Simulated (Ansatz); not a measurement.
Ideal-gas functions of BH₃OSeSi, SMILES `[SeH][SiH]1BO1` at 400 K and 1 bar, from an Ansatz frequency run at PBE0-D4/def2-TZVP.

Molar mass 136.88 g/mol, point group C1 (symmetry number 1), electronic degeneracy 1, moments of inertia 37.201, 301.276, 308.481 u Å². Harmonic wavenumbers (cm⁻¹, unscaled): 167, 195, 210, 388, 550, 608, 646, 744, 764, 807, 988, 1333, 2253, 2435, 2692.

Use S(trans) = R[1.5 ln M + 2.5 ln T − 1.1517]; rotational temperatures θ = 24.2544 K / I; S(rot) = R[ln(√π/σ · √(T³/θAθBθC)) + 1.5]; for each mode x = 1.438777 ν̃/T, S = R[x/(eˣ − 1) − ln(1 − e⁻ˣ)] and H = RT x/(eˣ − 1); 1 cm⁻¹ = 0.0119627 kJ/mol; R = 8.31446 J/(mol·K).

**Question.** By hand: the entropy, in J/(mol·K).

**Answer.** Translation 176.3. Rotation: θ = 0.652, 0.0805, 0.0786 K, giving 114.8. Vibration, mode by mode: 12.68, 11.43, 10.84, 6.19, 3.88, 3.29, 2.95, 2.24, 2.11, 1.87, 1.11, 0.40, 0.02, 0.01, 0.01, in all 59.0. Electronic 0.0. Sum 350.1 J/(mol·K).

**Question.** By hand: H − E and G − E in kJ/mol, counted from the electronic energy.

**Answer.** Zero-point energy ½ × 14780 × 0.0119627 = 88.4; thermal vibration 13.6; translation, rotation and pV give 4 RT = 13.3. H − E = 115.3 kJ/mol, and G − E = 115.3 − 400 × 350.1/1000 = -24.7 kJ/mol.

Vibration gives 17 % of the entropy. The sum counts one conformer and one mirror image; others add a mixing term.
